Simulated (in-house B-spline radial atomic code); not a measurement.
Pd+ is squeezed into an impenetrable sphere of radius R (the orbitals vanish at R). No spin polarisation. Level of theory: non-relativistic LDA VWN5, spherical fractional occupations, point nucleus; calculated with a radial B-spline atomic code at the basis-set limit.

Energies in eV above the free ion in [Kr] 4d9:

| R (bohr) | highest level (eV) | [Kr] 4d9 | [Ar] 3d10 4s2 4p5 4d9 4f1 | [Kr] 4d8 4f1 | -dE/dV in [Kr] 4d9 (GPa) |
| --- | --- | --- | --- | --- | --- |
| 9.95 | -15.1 | 2.558e-05 | 65.68 | 18.92 | 4.38e-05 |
| 6.38 | -15 | 0.0259 | 69.7 | 22.97 | 0.104 |
| 4.78 | -14.5 | 0.5331 | 75.68 | 29.04 | 3.79 |
| 4.13 | -13.5 | 1.828 | 80.69 | 34.15 | 17.6 |
| 3.6 | -11.6 | 5.095 | 88.02 | 41.57 | 66.5 |
| 3.01 | -6.91 | 16.86 | 106.1 | 59.48 | 338 |
| 2.71 | -2.19 | 32.32 | 125.9 | 78.87 | 847 |
| 2.2 | 14.8 | 109.3 | 213.7 | 164.1 | 4980 |
| 1.78 | 51 | 344.6 | 462.6 | 407.5 | 27300 |
| 1.52 | 100 | 760 | 887.3 | 826.1 | 89800 |

(1) Does [Ar] 3d10 4s2 4p5 4d9 4f1 fall below [Kr] 4d9 under compression?

(2) Does [Kr] 4d8 4f1 fall below [Kr] 4d9 under compression?

The highest level is first positive in the row R = 2.2 bohr, pushed up by confinement above the zero of the free ion's potential. Each configuration is held fixed and needn't be the lowest in the sphere.

## Answers

(1) No, it stays above over the whole range.

(2) No, it stays above over the whole range.
